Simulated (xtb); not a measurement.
IRb (SMILES [Rb][I]), singlet, at a GFN2-xTB geometry (such geometries of metal compounds can be far from the true shape). Base run: GFN2-xTB in xtb.

Input for xtb:
```
$ xtb mol.xyz --gfn 2 --json

# file mol.xyz
2

Rb    -0.00000000    -0.00000000    -1.91534858
I      0.00000000     0.00000000     1.33713014
```

The base run was repeated with changes; each row names its change, and settings that it needs were set with it.

```tsv
change	ΔE vs base (kcal/mol)	HOMO-LUMO gap (eV)	dipole (D)	G_solv (kcal/mol)	SCF cycles
base	0.000	2.25	11.56	-	23
etemp = 3000	-0.424	2.32	11.19	-	21
etemp = 10000	___	___	___	-	16
alpb = hexane	-10.05	2.38	12.08	-10.73	24
acc = 0.1	0.000	2.25	11.56	-	23
alpb = toluene	-10.30	2.36	11.99	-10.77	23
```

Question: Fill in the missing entries.

Answer: 
- etemp = 10000, ΔE vs base (kcal/mol): -22.17
- etemp = 10000, HOMO-LUMO gap (eV): 3.59
- etemp = 10000, dipole (D): 6.43

ALPB and GBSA are two models with their own fitted parameters for each solvent, which aren't always the measured dielectric constant.
